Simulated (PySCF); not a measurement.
Electron correlation in F³⁺ (fluorine, charge +3)

[He] 2s2 2p2, high-spin 3P determinant. All numbers are calculated (PySCF 2.14, no relativity, point nucleus, in def2-QZVPPD). Frozen: nothing; 6 electrons correlated.

MP2 pair energies summed by pair of shells (mhartree):

| pair | energy | share (%) |
| --- | --- | --- |
| 2s-2p | -51.48 | 47.8 |
| 2s-2s | -25.36 | 23.5 |
| 1s-1s | -13.57 | 12.6 |
| 2p-2p | -8.23 | 7.6 |
| 1s-2p | -5.03 | 4.7 |
| 1s-2s | -4.03 | 3.7 |

Total MP2 correlation energy: -107.71 mhartree.

Same-spin part -16.88 and opposite-spin part -90.84 mhartree; SCS-MP2 scales them by 1/3 and 6/5 to -114.63 mhartree.

This basis was not built for core-valence correlation, so the inner-shell part is incomplete.
